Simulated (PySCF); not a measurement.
## Tc+: what the settings change

The free ion Tc+ in its d6 configuration. Only this configuration is treated; at so low a charge one with s electrons may lie lower or mix in.

Method (PySCF 2.14, density fitting): CASSCF(6,5) with orbitals averaged over all microstates of the shell, strongly contracted NEVPT2 on the averaged canonical orbitals; basis x2c-TZVPall; spin-free X2C; gas phase; spin-orbit coupling by state interaction with the mean-field operator over all roots.

Base run: NEVPT2 ground state 5D, next 3H at 13728, then 3P at 14221 cm⁻¹, B(NEVPT2) 622, ζ 766 cm⁻¹, μeff(300 K) 6.72 μB.

Q: What happens with no frozen core in NEVPT2?

A: NEVPT2 ground state 5D, next 3H at 13692, then 3P at 14174 cm⁻¹, B(NEVPT2) 619, ζ 766 cm⁻¹, μeff(300 K) 6.72 μB.
